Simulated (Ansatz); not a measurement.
Consider the cleavage of the B–B bond: `C=CBB(C)F` + H₂Se → `C=CB[SeH]` + `CBF`.

Computed with Ansatz on PBE0-D4/def2-TZVP structures; ΔE is electronic, products minus reactants. CBS: MP2 limit from def2 TZ/QZ plus the TZ coupled-cluster correction, frozen cores. This one scheme is used for every species. Functionals use def2-TZVPP. B3LYP here is the variant with VWN-RPA as its local correlation; programs differ in this. For Se outer-core shells are correlated without core-valence functions, which leaves a few kJ/mol of doubt a bond. Scalar relativity is left out up to krypton. Each species was taken in one conformer, which may not be the lowest.

Task: Is it downhill or uphill in electronic energy at CCSD(T)/CBS, and by how much? (Best estimate.)

Result: Ansatz gave: Downhill: ΔE = -1.24 eV.

Task: What do these levels give: r2SCAN-D4, PBE0-D4, ωB97X-V, ωB97M-V, r2SCAN, PBE0, B3LYP, HF/def2-TZVPP, SCS-MP2/def2-TZVPP, HF/def2-QZVPP, MP2/CBS(def2), CCSD/CBS(def2)? (Best estimate.)

Result: Computed: r2SCAN-D4 -1.25, PBE0-D4 -1.21, ωB97X-V -1.16, ωB97M-V -1.19, r2SCAN -1.26, PBE0 -1.21, B3LYP -1.18, HF/def2-TZVPP -1.15, SCS-MP2/def2-TZVPP -1.28, HF/def2-QZVPP -1.15, MP2/CBS(def2) -1.35, CCSD/CBS(def2) -1.21 eV.

Largest T1 diagnostic among the species: 0.013.

In def2-TZVPP, CCSD(T) changes the Hartree–Fock value by −0.09 eV (the triples alone add −0.03 eV) and MP2 by −0.19 eV.
